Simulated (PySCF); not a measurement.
Co²⁺: interval between two levels

Co²⁺ [Ar] 3d7 [4F9/2, M_J = 9/2] → Co²⁺ [Ar] 3d6 4p1 [6F11/2, M_J = 11/2], as a difference of total energies. Computed with PySCF 2.14 in x2c-TZVPall-2c with one added diffuse shell each of s, p, d type (7s8p5d1f, 63 functions), with the two-component X2C-1e Hamiltonian. Correlated levels: [Ne] frozen; the 6 highest virtual spinors dropped. "Screened" scales the spin-orbit matrix elements by Boettger's factors to mimic the two-electron term; Breit and QED terms are absent.

```tsv
method	interval between two levels (cm⁻¹)
GHF (spin-free)	88532
GMP2 (spin-free)	101390
GHF (screened spin-orbit)	89092
GMP2 (screened spin-orbit)	101990
```

The labels give the starting determinants; with spin-orbit coupling the two ends relaxed to ⟨J²⟩ = 24.76, ⟨L²⟩ = 12.02, ⟨S²⟩ = 3.75 and ⟨J²⟩ = 35.75, ⟨L²⟩ = 12.02, ⟨S²⟩ = 8.75.
